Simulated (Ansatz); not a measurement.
Conformers of C2H6F2SSi2 (`C=C[SiH2]S[SiH](F)F`), each relaxed with PBE0-D4/def2-TZVP in Ansatz. CBS adds the triple-zeta coupled-cluster correction to the MP2 limit.

Not all of them had a frequency check.

Conformer A:

```xyz
13

C    -0.065   -1.113    1.748
C     0.689   -0.126    1.270
Si    1.472   -0.231   -0.401
S     0.716    1.298   -1.733
Si   -1.344    1.061   -1.418
F    -1.735   -0.474   -1.307
F    -1.821    1.730   -0.061
H    -0.537   -1.057    2.725
H    -0.250   -2.018    1.177
H     0.831    0.769    1.871
H     1.221   -1.574   -0.976
H     2.926    0.060   -0.374
H    -2.101    1.675   -2.520
```

Conformer B:

```xyz
13

C     1.597    0.906   -0.702
C     0.461    1.552   -0.458
Si   -0.776    1.074    0.836
S    -0.324   -0.835    1.733
Si   -0.583   -2.126    0.097
F     0.789   -2.393   -0.655
F    -1.562   -1.497   -0.981
H     1.884    0.019   -0.146
H     2.287    1.233   -1.474
H     0.227    2.433   -1.057
H    -2.147    1.061    0.272
H    -0.744    1.999    1.998
H    -1.109   -3.427    0.537
```

**Question.** Which is lowest in electronic energy at CCSD(T)/CBS (frozen core, def2 sets), and by how much? (Best estimate.)

**Answer.** Ansatz gave: A; B lies 2.4 kJ/mol higher.

**Question.** Give the energies relative to A (kJ/mol) with PBE0-D4/def2-TZVPP, ωB97M-V/def2-TZVPP, PBE/def2-TZVPP, r2SCAN/def2-TZVPP, PBE0/def2-TZVPP, SCS-MP2/def2-QZVPP, MP2/CBS(def2). (Best estimate.)

**Answer.** Computed: 
| level | B |
| --- | --- |
| PBE0-D4/def2-TZVPP | 2.6 |
| ωB97M-V/def2-TZVPP | 2.4 |
| PBE/def2-TZVPP | 2.9 |
| r2SCAN/def2-TZVPP | 2.8 |
| PBE0/def2-TZVPP | 2.9 |
| SCS-MP2/def2-QZVPP | 3.2 |
| MP2/CBS(def2) | 2.8 |
